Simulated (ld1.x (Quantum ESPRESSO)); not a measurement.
**Reading a pseudo-wave (F (Z = 9))**

Columns: radius, all-electron u(r) and pseudo u(r) of the 2p shell (level -11.30 eV) of fluorine in the configuration [He] 2s2 2p5; LDA (PZ), non-relativistic, RRKJ scheme, ld1.x (Quantum ESPRESSO) 7.5.

```csv
r (bohr),all-electron,pseudo
0.047,0.0383,0.0177
0.095,0.1279,0.0705
0.142,0.2364,0.1512
0.190,0.3516,0.2554
0.237,0.4590,0.3697
0.285,0.5581,0.4893
0.332,0.6425,0.6004
0.380,0.7150,0.7008
0.427,0.7728,0.7817
0.475,0.8193,0.8444
0.522,0.8537,0.8867
0.570,0.8785,0.9125
0.617,0.8941,0.9239
0.665,0.9024,0.9251
0.712,0.9042,0.9194
0.760,0.9005,0.9091
0.807,0.8926,0.8965
0.855,0.8808,0.8820
0.902,0.8663,0.8665
0.950,0.8492,0.8492
0.997,0.8306,0.8306
1.045,0.8102,0.8102
1.092,0.7893,0.7893
1.140,0.7671,0.7671
1.187,0.7450,0.7450
1.235,0.7221,0.7221
```

(1) How many radial nodes do the two functions have?

(2) At about which radius was the pseudo-wave matched?

(3) Is the pseudo-wave norm-conserving?

## Answers

(1) The all-electron 2p function has n − l − 1 = 0; the pseudo-wave has 0.

(2) 0.95 bohr, where the columns begin to agree (steps of 0.05 bohr).

(3) Yes: the RRKJ scheme keeps the norm inside the radius equal to the all-electron one, which fixes the energy derivative of the logarithmic derivative at the level.
